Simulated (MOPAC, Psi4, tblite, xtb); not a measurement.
Interaction energy of C2H3N ··· H3O+ (SMILES CC#N and [OH3+]) (charge +1), singlet. Monomers: optimised at B3LYP-D3(BJ) (def2-TZVP), held rigid. Orientation: lowest of the rigid-body minima from ten starts at GFN2-xTB. The monomers approach along the line of their centres of mass (distance R); nothing else relaxes.

- GFN2-xTB (tblite)
- GFN1-xTB (xtb)
- PM7, restricted, heats of formation (MOPAC)
- SAPT0/jun-cc-pVDZ, frozen core (Psi4)

Interaction energies in kJ/mol:

| R / Å | GFN2-xTB | GFN1-xTB | PM7 |
|---|---|---|---|
| 3.74 | -156.44 | -156.87 | -143.06 |
| 3.96 | -143.98 | -142.42 | -140.36 |
| 4.13 | -127.32 | -125.56 | -129.85 |
| 4.44 | -99.03 | -95.63 | -108.91 |
| 4.76 | -78.22 | -70.96 | -89.83 |
| 5.27 | -57.87 | -44.95 | -67.46 |
| 5.90 | -43.14 | -29.68 | -49.34 |
| 6.93 | -29.20 | -19.66 | -30.78 |
| 8.22 | -19.70 | -13.32 | -18.22 |

Problem. What does SAPT0/jun-cc-pVDZ give at the same points?

Solution. 3.74: -166.33; 3.96: -159.35; 4.13: -145.82; 4.44: -119.31; 4.76: -96.17; 5.27: -69.93; 5.90: -50.37; 6.93: -33.05; 8.22: -21.93 (kJ/mol).
